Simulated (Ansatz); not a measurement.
`CN(C)[Si]O` and `CN(C)[SiH]` differ in one atom or group.

Ansatz, PBE0-D4/def2-TZVP geometries, multiplicity 1. Each molecule was computed in one conformer, which needn't be the lowest.

```csv
property,`CN(C)[Si]O`
HOMO energy (PBE/def2-TZVPP) / eV,-5.55
HOMO energy (B3LYP/def2-TZVPP) / eV,-6.46
LUMO energy (B3LYP/def2-TZVPP) / eV,-0.84
"ideal-gas entropy at 298 K and 1 bar (rigid rotor, harmonic PBE0-D4/def2-TZVP) / J/(mol·K)",344
HOMO energy (ωB97M-V/def2-TZVPP) / eV,-8.80
LUMO energy (ωB97M-V/def2-TZVPP) / eV,1.26
```

Q: Give the same properties after the change, and the shifts. (An estimate is asked.)

A: Ansatz gave: 
```
                                                                                  property  `CN(C)[SiH]`  shift
                                                         HOMO energy (PBE/def2-TZVPP) / eV         -5.12   0.43
                                                       HOMO energy (B3LYP/def2-TZVPP) / eV         -6.02   0.44
                                                       LUMO energy (B3LYP/def2-TZVPP) / eV         -1.63  -0.79
ideal-gas entropy at 298 K and 1 bar (rigid rotor, harmonic PBE0-D4/def2-TZVP) / J/(mol·K)           306    -38
                                                     HOMO energy (ωB97M-V/def2-TZVPP) / eV         -8.32   0.48
                                                     LUMO energy (ωB97M-V/def2-TZVPP) / eV          0.46  -0.80
```

With PBE0 the HOMO rises by 0.44 eV and the LUMO falls by 0.80 eV, so the gap narrows by about 1.24 eV. PBE moves the HOMO by 0.43 eV and ωB97M-V by 0.48 eV. The zero-point energy changes by -15.8 kJ/mol with -3 modes. Modes under 60 cm⁻¹, often nearly free rotors, make the harmonic entropy too high.

B3LYP here is the variant with VWN-RPA as its local correlation; programs differ in this.
